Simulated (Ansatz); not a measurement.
`[SiH3][O][InH][O][SiH3]` and `[SiH3][O][In]([O][SiH3])[O][SiH3]` differ in one atom or group.

Ansatz, PBE0-D4/def2-TZVP geometries, multiplicity 1. Each molecule was computed in one conformer, which needn't be the lowest.

Elements past krypton have def2 core potentials.

```csv
property,`[SiH3][O][InH][O][SiH3]`
HOMO–LUMO gap (B3LYP/def2-TZVPP) / eV,6.12
HOMO energy (B3LYP/def2-TZVPP) / eV,-7.97
HOMO–LUMO gap (PBE0/def2-TZVPP) / eV,6.63
HOMO energy (ωB97M-V/def2-TZVPP) / eV,-10.45
LUMO energy (PBE/def2-TZVPP) / eV,-2.46
LUMO energy (B3LYP/def2-TZVPP) / eV,-1.85
```

What does the change do to each property? (An estimate is asked.)

Ansatz gave: 
```
                             property  `[SiH3][O][In]([O][SiH3])[O][SiH3]`  shift
HOMO–LUMO gap (B3LYP/def2-TZVPP) / eV                                 5.51  -0.61
  HOMO energy (B3LYP/def2-TZVPP) / eV                                -8.37  -0.40
 HOMO–LUMO gap (PBE0/def2-TZVPP) / eV                                 6.03  -0.60
HOMO energy (ωB97M-V/def2-TZVPP) / eV                               -10.85  -0.40
    LUMO energy (PBE/def2-TZVPP) / eV                                -3.48  -1.02
  LUMO energy (B3LYP/def2-TZVPP) / eV                                -2.85  -1.00
```

With PBE0 the HOMO falls by 0.40 eV and the LUMO falls by 1.00 eV, so the gap narrows by about 0.60 eV. PBE moves the HOMO by -0.40 eV and ωB97M-V by -0.40 eV. The zero-point energy changes by 60.0 kJ/mol with +12 modes.

B3LYP here is the variant with VWN-RPA as its local correlation; programs differ in this.
